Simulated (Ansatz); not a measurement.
Reaction (redistribution): `C=C[Te][SiH3]` + `[CH3][SnH]([F])[CH2]Cl` → `[SiH3][Te]CCl` + `C=[CH][SnH]([CH3])[F]`

Isolated molecules relaxed with PBE0-D4/def2-TZVP in Ansatz; ΔE leaves out vibrations. CCSD(T)/CBS is the MP2 limit (def2-TZVPP, def2-QZVPP) plus CCSD(T) − MP2 in def2-TZVPP, frozen cores. DFT in def2-TZVPP. B3LYP here is the variant with VWN-RPA as its local correlation; programs differ in this. Elements past krypton have def2 core potentials. For Sn, Te outer-core shells are correlated without core-valence functions, which leaves a few kJ/mol of doubt a bond. One conformer a species, not always the lowest.

```json
{"level": "PBE0-D4", "ΔE (kJ/mol)": "10.7", "difference from CCSD(T)/CBS": "2.8"}
{"level": "ωB97X-V", "ΔE (kJ/mol)": "9.1", "difference from CCSD(T)/CBS": "1.2"}
{"level": "B2PLYP", "ΔE (kJ/mol)": "9.7", "difference from CCSD(T)/CBS": "1.8"}
{"level": "PBE", "ΔE (kJ/mol)": "11.7", "difference from CCSD(T)/CBS": "3.8"}
{"level": "r2SCAN", "ΔE (kJ/mol)": "12.0", "difference from CCSD(T)/CBS": "4.1"}
{"level": "PBE0", "ΔE (kJ/mol)": "10.8", "difference from CCSD(T)/CBS": "2.9"}
{"level": "B3LYP", "ΔE (kJ/mol)": "10.1", "difference from CCSD(T)/CBS": "2.2"}
{"level": "HF/def2-TZVPP", "ΔE (kJ/mol)": "7.0", "difference from CCSD(T)/CBS": "-0.9"}
{"level": "MP2/def2-TZVPP", "ΔE (kJ/mol)": "9.7", "difference from CCSD(T)/CBS": "1.8"}
{"level": "SCS-MP2/def2-TZVPP", "ΔE (kJ/mol)": "8.5", "difference from CCSD(T)/CBS": "0.6"}
{"level": "CCSD/def2-TZVPP", "ΔE (kJ/mol)": "8.5", "difference from CCSD(T)/CBS": "0.6"}
{"level": "CCSD(T)/def2-TZVPP", "ΔE (kJ/mol)": "8.9", "difference from CCSD(T)/CBS": "1.0"}
{"level": "HF/def2-QZVPP", "ΔE (kJ/mol)": "7.0", "difference from CCSD(T)/CBS": "-0.9"}
{"level": "SCS-MP2/def2-QZVPP", "ΔE (kJ/mol)": "8.1", "difference from CCSD(T)/CBS": "0.2"}
{"level": "HF/CBS(def2)", "ΔE (kJ/mol)": "7.0", "difference from CCSD(T)/CBS": "-0.9"}
{"level": "MP2/CBS(def2)", "ΔE (kJ/mol)": "8.7", "difference from CCSD(T)/CBS": "0.8"}
{"level": "CCSD(T)/CBS", "ΔE (kJ/mol)": "7.9", "difference from CCSD(T)/CBS": "0"}
```

Largest T1 diagnostic among the species: 0.013.
